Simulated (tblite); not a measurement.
Compound: C₅H₇FO₃.
Numbering: `[O:1]=[C:2]([OH:3])[C@@:4]1([F:5])[CH2:6][CH2:7][O:8][CH2:9]1` (hydrogens: H10 on O3; H11, H12 on C6; H13, H14 on C7; H15, H16 on C9)

Computed with GFN2-xTB (tblite), gas phase: Langevin dynamics at 600 K from the optimised GFN2-xTB geometry, time step 0.5 fs, friction 0.01 fs⁻¹, 2000 steps.

Start geometry:
```
atom  x, y, z in Å
O1      2.035   -1.159    0.579
C2      1.729   -0.222   -0.104
O3      2.596    0.662   -0.582
C4      0.294    0.129   -0.489
F5      0.297    0.623   -1.780
C6     -0.675   -1.048   -0.350
C7     -1.854   -0.428    0.411
O8     -1.276    0.564    1.233
C9     -0.292    1.203    0.469
H10     3.505    0.426   -0.332
H11    -0.955   -1.440   -1.325
H12    -0.197   -1.830    0.240
H13    -2.567    0.028   -0.290
H14    -2.376   -1.131    1.058
H15     0.447    1.630    1.148
H16    -0.718    2.002   -0.155
```

The statistics below take the 31 frames saved every 25 fs from 250 to 1000 fs; their kinetic temperature (all 3N coordinates) averages 587 K.

Question: How do the bond lengths spread?

Answer: 
```json
{"bond": "O1=C2", "start (Å)": "1.200", "mean (Å)": "1.202", "standard deviation (Å)": "0.024", "shortest (Å)": "1.151", "longest (Å)": "1.261"}
{"bond": "C2–O3", "start (Å)": "1.327", "mean (Å)": "1.331", "standard deviation (Å)": "0.027", "shortest (Å)": "1.271", "longest (Å)": "1.384"}
{"bond": "C2–C4", "start (Å)": "1.526", "mean (Å)": "1.535", "standard deviation (Å)": "0.043", "shortest (Å)": "1.454", "longest (Å)": "1.651"}
{"bond": "C4–F5", "start (Å)": "1.382", "mean (Å)": "1.389", "standard deviation (Å)": "0.040", "shortest (Å)": "1.306", "longest (Å)": "1.462"}
{"bond": "C4–C6", "start (Å)": "1.531", "mean (Å)": "1.547", "standard deviation (Å)": "0.042", "shortest (Å)": "1.456", "longest (Å)": "1.620"}
{"bond": "C6–C7", "start (Å)": "1.534", "mean (Å)": "1.539", "standard deviation (Å)": "0.072", "shortest (Å)": "1.406", "longest (Å)": "1.708"}
{"bond": "C7–O8", "start (Å)": "1.413", "mean (Å)": "1.425", "standard deviation (Å)": "0.057", "shortest (Å)": "1.325", "longest (Å)": "1.567"}
{"bond": "O8–C9", "start (Å)": "1.399", "mean (Å)": "1.420", "standard deviation (Å)": "0.044", "shortest (Å)": "1.335", "longest (Å)": "1.507"}
{"bond": "C4–C9", "start (Å)": "1.554", "mean (Å)": "1.555", "standard deviation (Å)": "0.043", "shortest (Å)": "1.482", "longest (Å)": "1.647"}
{"bond": "O3–H10", "start (Å)": "0.971", "mean (Å)": "0.976", "standard deviation (Å)": "0.033", "shortest (Å)": "0.912", "longest (Å)": "1.040"}
{"bond": "C6–H11", "start (Å)": "1.087", "mean (Å)": "1.108", "standard deviation (Å)": "0.062", "shortest (Å)": "0.992", "longest (Å)": "1.270"}
{"bond": "C6–H12", "start (Å)": "1.090", "mean (Å)": "1.094", "standard deviation (Å)": "0.042", "shortest (Å)": "1.021", "longest (Å)": "1.193"}
{"bond": "C7–H13", "start (Å)": "1.099", "mean (Å)": "1.107", "standard deviation (Å)": "0.034", "shortest (Å)": "1.059", "longest (Å)": "1.206"}
{"bond": "C7–H14", "start (Å)": "1.089", "mean (Å)": "1.095", "standard deviation (Å)": "0.028", "shortest (Å)": "1.041", "longest (Å)": "1.136"}
{"bond": "C9–H15", "start (Å)": "1.091", "mean (Å)": "1.101", "standard deviation (Å)": "0.039", "shortest (Å)": "1.018", "longest (Å)": "1.162"}
{"bond": "C9–H16", "start (Å)": "1.100", "mean (Å)": "1.104", "standard deviation (Å)": "0.037", "shortest (Å)": "1.023", "longest (Å)": "1.217"}
```

Question: Give the same statistics for bond angles, one of each kind among heavy atoms.

Answer: 
```
   angle  start (°)  mean (°)  standard deviation (°)  smallest (°)  largest (°)
O1–C2–O3      123.9     123.6                     3.1         119.3        131.1
O1–C2–C4      124.2     124.5                     3.5         118.7        133.3
O3–C2–C4      111.8     111.5                     3.6         104.6        117.0
C2–C4–F5      108.4     108.1                     4.6          98.9        116.6
C2–C4–C6      113.3     115.5                     4.7         108.5        124.5
C2–C4–C9      110.9     111.0                     4.9         101.6        124.5
F5–C4–C6      111.2     108.8                     4.7          98.5        120.6
F5–C4–C9      109.2     109.4                     5.0         101.0        121.8
C6–C4–C9      103.7     103.3                     2.7          97.8        108.6
C4–C6–C7      102.8     101.4                     3.2          95.0        108.8
C6–C7–O8      104.9     106.4                     4.2          98.5        113.7
C7–O8–C9      106.9     108.7                     4.5         100.6        115.8
C4–C9–O8      106.6     107.2                     3.1          99.0        114.6
```

Question: How far does each atom move about its mean position (frames aligned on the start, all atoms weighted alike), and what rms force does it feel?

Answer: 
```csv
atom,rms displacement (Å),rms force (eV/Å)
O1,0.62,2.07
C2,0.16,2.28
O3,0.40,2.00
C4,0.11,2.29
F5,0.22,1.35
C6,0.14,3.55
C7,0.13,2.97
O8,0.26,2.12
C9,0.13,2.39
H10,0.40,1.45
H11,0.28,1.93
H12,0.32,1.44
H13,0.30,1.10
H14,0.29,1.07
H15,0.33,1.48
H16,0.30,1.26
```

The displacements run from 0.11 to 0.62 Å, the largest at O1.

Question: Follow the torsion O1–C2–C4–F5 through every second one of these frames.

Answer: 
```json
{"t (fs)": "250", "O1–C2–C4–F5 (°)": "-146"}
{"t (fs)": "300", "O1–C2–C4–F5 (°)": "-162"}
{"t (fs)": "350", "O1–C2–C4–F5 (°)": "-160"}
{"t (fs)": "400", "O1–C2–C4–F5 (°)": "-176"}
{"t (fs)": "450", "O1–C2–C4–F5 (°)": "-159"}
{"t (fs)": "500", "O1–C2–C4–F5 (°)": "-136"}
{"t (fs)": "550", "O1–C2–C4–F5 (°)": "-139"}
{"t (fs)": "600", "O1–C2–C4–F5 (°)": "-137"}
{"t (fs)": "650", "O1–C2–C4–F5 (°)": "-140"}
{"t (fs)": "700", "O1–C2–C4–F5 (°)": "-129"}
{"t (fs)": "750", "O1–C2–C4–F5 (°)": "-115"}
{"t (fs)": "800", "O1–C2–C4–F5 (°)": "-115"}
{"t (fs)": "850", "O1–C2–C4–F5 (°)": "-106"}
{"t (fs)": "900", "O1–C2–C4–F5 (°)": "-91"}
{"t (fs)": "950", "O1–C2–C4–F5 (°)": "-72"}
{"t (fs)": "1000", "O1–C2–C4–F5 (°)": "-75"}
```

Largest departure from the start value over all these frames: O1–C2–C4–F5 72° (start -144°).

Question: How widely does the potential energy scatter, against a harmonic estimate?

Answer: Mean 1.08 eV above the start, standard deviation 0.171 eV, range 0.65 to 1.37 eV. For 42 classical harmonic modes at 600 K the canonical values are 42kT/2 = 1.09 eV and kT·√(42/2) = 0.237 eV.

The run is classical and short, so these are rough statistics of one trajectory.

What follows is the cost of the whole dynamics run. The run took 14 s on Intel Xeon Platinum 8375C at 2.90 GHz, one thread (shared host), and the process peaked at 0.18 GiB of memory.
